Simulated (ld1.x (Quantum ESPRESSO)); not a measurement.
## molybdenum, PAW: configuration errors across variants

```
Element                 : Mo
Generator               : ld1.x (Quantum ESPRESSO) 7.5
Type                    : PAW
Functional              : LDA (PZ)
Relativity              : scalar-relativistic
Frozen core             : [Ar] 3d10
Valence charge          : 14
Reference configuration : 4s2 4p6 4d5 5s1 5p0
Partial waves           : 4s (bound): rcut 1.55, rcutus 1.75 bohr; 5s (bound): rcut 1.55, rcutus 1.75 bohr; 4p (bound): rcut 1.65, rcutus 1.80 bohr; 5p (bound, empty): rcut 1.65, rcutus 1.80 bohr; 4d (bound): rcut 1.55, rcutus 1.65 bohr; 4d channel at 3 Ry: rcut 1.55, rcutus 1.65 bohr
Local potential         : all-electron potential smoothed inside 1.45 bohr (lloc = -1)
Core correction         : Bessel-smoothed model core inside 1.10 bohr
Augmentation charge     : PSQ, inside the norm-conserving radii
```

All-electron excitation energies from the reference (eV): (1) 4s2 4p6 4d5 5s0 5p0 7.186; (2) 4s2 4p6 4d4 5s0 5p0 22.889; (3) 4s2 4p6 4d3 5s0 5p0 49.850; (4) 4s2 4p6 4d4 5s1 5p1 3.760; (5) 4s2 4p6 4d4 5s2 5p0 0.139; (6) 4s2 4p6 4d5 5s0 5p1 3.245; (7) 4s2 4p6 4d2 5s0 5p0 89.547; (8) 4s2 4p6 4d5 5s1 5p0 spin -3.924; (9) 4s2 4p6 4d5 5s0 5p0 spin 3.795.

Spin tests fill each open shell by Hund’s rule, majority spin first.

2 further variants failed, have other tests or too few solved ones, and are left out.

A true bound ghost makes a file unfit for plane-wave use even where its test errors are small: the radial tests pick states by their node count and pass the ghost by.

Errors AE − PS in meV (a dash: test not solved or not reliable):

| change | (1) | (2) | (3) | (4) | (5) | (6) | (7) | (8) | (9) | bound ghosts |
| --- | --- | --- | --- | --- | --- | --- | --- | --- | --- | --- |
| base | -1.5 | -1.6 | -6.2 | +1.4 | +1.9 | -0.3 | -21 | -2.4 | -4.1 | d |
| waves 4s (bound): rcut 1.14, rcutus 1.20 bohr; 5s (bound): rcut 1.14, rcutus 1.20 bohr | -1.9 | -1.6 | -5.5 | +1.2 | +1.6 | -0.5 | – | – | – | d |
| waves 4s (bound): rcut 1.38, rcutus 1.46 bohr; 5s (bound): rcut 1.38, rcutus 1.46 bohr | -1.8 | -1.5 | -5.5 | +1.3 | +1.7 | -0.5 | – | – | – | d |
| waves 4s (bound): rcut 1.55, rcutus 1.70 bohr; 5s (bound): rcut 1.55, rcutus 1.70 bohr | -1.5 | -1.6 | -6.1 | +1.3 | +1.8 | -0.3 | -22 | -1.9 | -3.9 | d |
| waves 4s (bound): rcut 1.55, rcutus 2.10 bohr; 5s (bound): rcut 1.55, rcutus 2.10 bohr | -1.9 | -1.3 | -2.1 | +1.3 | +1.8 | -0.6 | -3.9 | -1.9 | -4.7 | d |

Give the same row for: waves 4s (bound): rcut 1.55, rcutus 1.96 bohr; 5s (bound): rcut 1.55, rcutus 1.96 bohr.

-1.8, -1.5, -4.0, +1.3, +1.6, -0.6, -13, -1.6, -4.0; bound ghosts: d.
